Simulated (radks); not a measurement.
All-electron atom: Ag4+ in [Kr] 4d7 (the NIST ground configuration). Calculated with a radial shooting solver on a logarithmic mesh with Libxc functionals: scalar-relativistic Kohn-Sham, r2SCAN, spin-unpolarised, spherical densities, finite nucleus; meta-GGA in the generalised Kohn-Sham scheme; Fermi nuclear charge, rms radius 4.5454 fm.

Unscreened Slater integrals over Kohn-Sham orbitals (hartree).

| integral | value |
|---|---|
| F0(4d,4d) | 0.75597 |
| F2(4d,4d) | 0.38390 |
| F4(4d,4d) | 0.25365 |
| F0(4d,4p) | 0.82556 |
| F2(4d,4p) | 0.41663 |
| G1(4d,4p) | 0.52731 |
| G3(4d,4p) | 0.32494 |
| F0(4d,4s) | 0.85052 |
| G2(4d,4s) | 0.39411 |
| F0(4d,3d) | 1.0121 |
| F2(4d,3d) | 0.20627 |
| F4(4d,3d) | 0.091820 |
| G0(4d,3d) | 0.065630 |
| G2(4d,3d) | 0.076048 |
| G4(4d,3d) | 0.057863 |
| F0(4p,4p) | 0.91909 |
| F2(4p,4p) | 0.48465 |
| F0(4p,4s) | 0.95428 |
| G1(4p,4s) | 0.65052 |
| F0(4p,3d) | 1.1874 |
| F2(4p,3d) | 0.28304 |
| G1(4p,3d) | 0.089447 |
| G3(4p,3d) | 0.087351 |
| F0(4s,4s) | 0.99452 |
| F0(4s,3d) | 1.2660 |
| G2(4s,3d) | 0.10237 |
| F0(3d,3d) | 2.6308 |
| F2(3d,3d) | 1.3105 |
| F4(3d,3d) | 0.83601 |

Derived for the open shells (J is the average intra-shell exchange parameter used in DFT+U). 4d: Racah B = F2/49 - 5 F4/441 = 0.004959 hartree, C = 35 F4/441 = 0.02013 hartree, C/B = 4.06, F4/F2 = 0.661, J = (F2 + F4)/14 = 0.04554 hartree.
